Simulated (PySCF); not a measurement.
C4H7O3 (doublet state).
Structure used (GFN2-xTB), in Å, numbered top down from 1:
```xyz
14
C4H7O3 angstrom
C      0.435    1.823    0.024
C      0.058    0.509   -0.498
O     -1.310    0.267   -0.414
C     -1.688   -1.051   -0.736
C      0.896   -0.280    0.532
O      0.501   -0.678    1.596
O      2.162   -0.425    0.105
H     -0.173    2.268    0.786
H      1.368    2.264   -0.260
H      0.463    0.296   -1.501
H     -1.312   -1.769    0.000
H     -2.776   -1.061   -0.726
H     -1.328   -1.333   -1.734
H      2.704   -0.833    0.799
```

The hyperfine couplings belong to this conformer and change with its torsions.

The species is `[C@@H]([CH2])(OC)C(=O)O` [radical].

Method: UKS B3LYP, pcH-1 on C H O, non-relativistic, mean-field spin-orbit, GIAO (PySCF). Isolated species at its GFN2-xTB geometry (one conformer only). The geometry wasn't refined by DFT: couplings that depend on bond lengths, twists or pyramidal angles can differ widely from those at the functional's own minimum. Stability of the SCF solution: not tested.

The Mulliken spin populations are largest on C1 (+1.02), C2 (-0.08) and O6 (+0.07). No atom but C1 exceeds +0.15. The positive populations add up to 1.16 and the negative ones to -0.16, together 2S = 1. The angles at C1 add up to 359.5°, so it is planar; its axial dipolar tensor and the negative couplings of its protons fit spin in a p orbital normal to that plane.

Task: McConnell's relation a(H) = Q·ρ ties the coupling of a proton on a planar π carbon to the spin population of that carbon. What Q do the computed values give?

Result: 
```
 H   C    ρ(C)  a(H) (G)  a/ρ (G)
H8  C1  +1.015    -21.87    -21.5
H9  C1  +1.015    -22.07    -21.7
```

These protons share one ρ (within 0.01), so their mean ratio, Q = -21.6 G, is no test of linearity.

Couplings in gauss use g_iso = 2.0031.

The run took 62 s of wall time (grids of density and orbitals included) on one thread, Arm Neoverse V1 (aarch64), no GPU, shared host with 32 logical CPUs at a one-minute load of 30, and the process peaked at 0.97 GiB of memory.
